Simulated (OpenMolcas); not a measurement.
Os III.

| Quantity | Value |
| --- | --- |
| Program | OpenMolcas |
| Basis | ANO-RCC-VDZP [7s6p4d2f1g] |
| Scalar Hamiltonian | DKH2, point nucleus |
| Active space | 6 electrons in 9 orbitals (RAS2 5d 6s; RAS3 6p, at most 2 electrons) |
| State averaging | 2S+1 = 5 even, 35 roots; 2S+1 = 7 even, 1 root kept (CI in the orbitals of an earlier block); 2S+1 = 3 even, 86 roots kept (CI in the orbitals of an earlier block); 2S+1 = 1 even, 85 roots kept (CI in the orbitals of an earlier block); 2S+1 = 5 odd, 75 roots (3 in the spin-orbit step); 2S+1 = 7 odd, 18 roots kept (CI in the orbitals of an earlier block, 3 in the spin-orbit step); 2S+1 = 3 odd, 85 roots kept (CI in the orbitals of an earlier block, 0 in the spin-orbit step); 2S+1 = 1 odd, 77 roots kept (CI in the orbitals of an earlier block, 0 in the spin-orbit step) |
| Spin-orbit coupling | RASSI with atomic mean-field integrals over the reference wave functions, term energies averaged over their components |

Two sets of levels on these reference wave functions, in cm⁻¹ above 5d⁵ 6s ⁷S₃: one from RASSCF and one from MS-RASPT2, IPEA 0.25 Eh, imaginary shift 0.1 Eh (closed shells correlated: 5s 5p).

```
            Level  Set 1  Set 2
       5d⁵ 6s ⁷S₃    0.0    0.0
          5d⁶ ⁵D₄   -969   1175
          5d⁶ ⁵D₃   4050   6030
   5d⁶ ⁵D₂ [62 %]   3460   6070
          5d⁶ ⁵D₁   6360   8570
          5d⁶ ⁵D₀   6550   8930
   5d⁶ ³G₅ [56 %]  16820  20050
          5d⁶ ³H₆  17930  20910
   5d⁶ ³F₂ [66 %]  19480  23770
   5d⁶ ¹S₀ [64 %]  19800  24080
          5d⁶ ³D₁  21360  25550
   5d⁶ ³H₄ [54 %]  23380  26540
       5d⁵ 6s ⁵G₆  27110  28170
5d⁵ 6s ⁵G₄ [52 %]  27140  28760
5d⁵ 6s ⁵G₂ [60 %]  26970  29040
5d⁵ 6s ⁵D₄ [75 %]  32370  34340
```

Question: Which set is which?

Answer: Set 1 is MS-RASPT2. Its levels of the other terms of 5d⁵ 6s lie at 0.93 to 0.96 of the other set's values, as expected, since terms of lower spin or lower L gain more correlation energy than the Hund ground term.

CASPT2 breaks the degeneracy within a term, and the mean is taken; among the terms shown or strongly mixed into the levels shown the widest spread is 200 cm-1 (5d⁵ 6s ⁵G, MS-RASPT2). Some high roots are left out of the spin-orbit mixing, which shifts the levels that they would mix with. Terms from blocks run as CI alone lack orbitals of their own. A single d shell beside an s shell can misplace configurations of different d count against each other. Without dynamic correlation excited terms often stand tens of per cent too high (terms of higher spin than the ground term too low), and those without a measured partner can miss by more than the paired ones (holds for RASSCF). The lowest computed level is not the ground level that NIST lists (5D4) (holds for RASSCF). Blocks of more than 70 roots (2S+1 = 3 even, 1 even) ran without multistate coupling (holds for MS-RASPT2). Configurations are named by rounded mean occupations; where the s occupation lies near a half they are strongly mixed, a name can repeat and a true partner stay unpaired (holds for MS-RASPT2). The CASPT2 spread within a term exceeds the gap to the next term for 5d⁵ 6s ⁵G and 5d⁶ ¹I, so the order of their levels is uncertain, and so are names and mixing where such terms share a J (holds for MS-RASPT2). The lowest spin-free term belongs to 5d⁵ 6s, not to the configuration of the lowest level (holds for MS-RASPT2). Only configurations of the active space appear. Levels that lie high or do not pair safely by name in every column are left out.

A share in square brackets marks a mixed level and gives the weight of the term that names it, the lowest over the columns.
